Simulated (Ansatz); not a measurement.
Tl₄H₅. Total charge 0; doublet. Geometry PBE-D4/def2-SVP; atoms count from 1.

```xyz
9

Tl   -0.536   -0.347   -1.870
Tl    2.047    1.678   -0.194
Tl   -1.754    1.781    0.906
Tl    0.347   -1.392    1.328
H    -0.984   -1.543   -3.222
H    -1.104   -0.234    1.806
H    -0.161   -2.058   -0.406
H     1.886   -0.309    0.968
H     0.259    2.424    0.684
```

In the def2 sets Tl takes a core potential; there is no spin–orbit coupling. Another isomer (doublet) lies 0.60 eV lower at PBE0-D4/def2-TZVP; other spin states weren't run for this one.

(1) Estimate the Mulliken populations from the PBE0/def2-TZVP orbitals of Ansatz.

(2) Where does the spin sit?

## Answers

(1) 
```
atom  charge (e)  spin (α − β)
 Tl1        0.10          0.14
 Tl2        0.24          0.11
 Tl3        0.24          0.11
 Tl4        0.10          0.45
  H5       -0.15         -0.01
  H6       -0.11          0.06
  H7       -0.09          0.07
  H8       -0.11          0.07
  H9       -0.21         -0.01
```
Mulliken values and Mayer orders depend strongly on the basis.

(2) Summed by element: Tl 0.82, H 0.18, of 1 unpaired in all. Largest on single atoms: Tl4 0.45, Tl1 0.14, Tl2 0.11.
